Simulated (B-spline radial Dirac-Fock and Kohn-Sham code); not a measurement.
# Levels of muonic ¹³⁶Xe

Nucleus: ¹³⁶Xe, Fermi distribution (skin thickness 2.3 fm), rms radius 4.7964 fm (measured, Angeli and Marinova 2013).

These are calculated numbers from a radial B-spline solver; the model is the Dirac equation of a negative muon with reduced mass in the field of a spherical finite nucleus, with the Uehling potential to all orders; nuclear polarisation, deformation, hyperfine structure, self-energy, higher-order vacuum polarisation, relativistic recoil and electron screening are left out.

```
 level  binding (keV)  point nucleus, no QED (keV)  vacuum polarisation (keV)  ⟨r⟩ (fm)
 1s1/2           5865                         8542                     39.761       9.9
 2s1/2           1758                         2158                      8.975      33.0
 2p1/2           2119                         2158                     12.640      22.8
 2p3/2           2060                         2069                     11.722      23.6
 3s1/2          825.6                        949.0                      3.136      70.4
 3p1/2          935.2                        949.0                      3.985      57.5
 3p3/2          919.1                        922.8                      3.768      58.6
 3d3/2          926.0                        922.8                      3.328      48.6
 3d5/2          917.9                        914.7                      3.222      49.3
 4d3/2          519.9                        518.6                      1.383      97.8
 4d5/2          516.5                        515.2                      1.342      98.6
 4f5/2          516.3                        515.2                      1.120      84.4
 4f7/2          514.6                        513.5                      1.105      84.8
 5f5/2          330.3                        329.7                      0.541     148.0
 5f7/2          329.4                        328.9                      0.534     148.5
 5g7/2          329.3                        328.9                      0.433     129.5
 5g9/2          328.8                        328.4                      0.429     129.9
 6g7/2          228.7                        228.4                      0.232     207.5
 6g9/2          228.4                        228.1                      0.230     207.8
 6h9/2          228.3                        228.1                      0.179     184.2
6h11/2          228.1                        227.9                      0.178     184.4
```

Q: By how much does the finite nuclear size lower the 1s binding energy?

A: By 2717 keV, 31.81 % of the point-nucleus value (point value plus vacuum polarisation less the binding energy). The 1s orbit has ⟨r⟩ = 9.9 fm.
